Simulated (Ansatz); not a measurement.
A search over several starts for the lowest SCF solution of LaCl3 at the given spin, in a small basis.

```yaml
crystal:
  periodic: [false, false, false]
  atoms:
    - {symbol: La, position_ang: [0.104395, -0.249587, 0.072821]}
    - {symbol: Cl, position_ang: [2.263181, 1.166821, 0.391980]}
    - {symbol: Cl, position_ang: [-1.748700, -0.077332, 1.890720]}
    - {symbol: Cl, position_ang: [-0.618865, -0.839902, -2.355521]}
basis:
  gaussian: {orbitals: def2-SVP}
magnetization: {spin_polarized: true, initial_magnetization: 0}
hamiltonian: {xc: pbe0, dispersion: d4}
output: {orbitals: {seedname: orbitals}}
```

```sh
$ ansatz run in.yaml --threads 4 --pin off --events-out ev --progress --plain --max-ram 3916MiB
```

Output, abridged:

```
Functional definition: PBE0
785 factors; integrals over basis functions are off by at most 7.0e-4 eV
mean field evaluation 1: about -38408.8596 eV, gradient 1.7e1 eV
mean field evaluation 2: about -38407.3289 eV, gradient 2.4e1 eV
mean field evaluation 4: about -38410.6225 eV, gradient 5.2e-1 eV
mean field evaluation 8: about -38410.6722 eV, gradient 2.9e-2 eV
mean field -38410.67223855 eV, -1411.5661690781 hartree, gradient 6.0e-5 eV, S^2 0.000000; 0 other end points of the search recorded, 0 dependent functions left out
reference -38410.67229575 eV, -1411.5661711799 hartree; 31, 31 occupied and 55, 55 virtual orbitals, 785 factors
Total energy: -38410.78026130 eV, -1411.5701388408 hartree
```

Run time 2 s (4 threads of Arm Neoverse V2 on a shared host).

In the def2 sets La takes a core potential; there is no spin–orbit coupling. The structure comes from a short search, and lower isomers may exist.
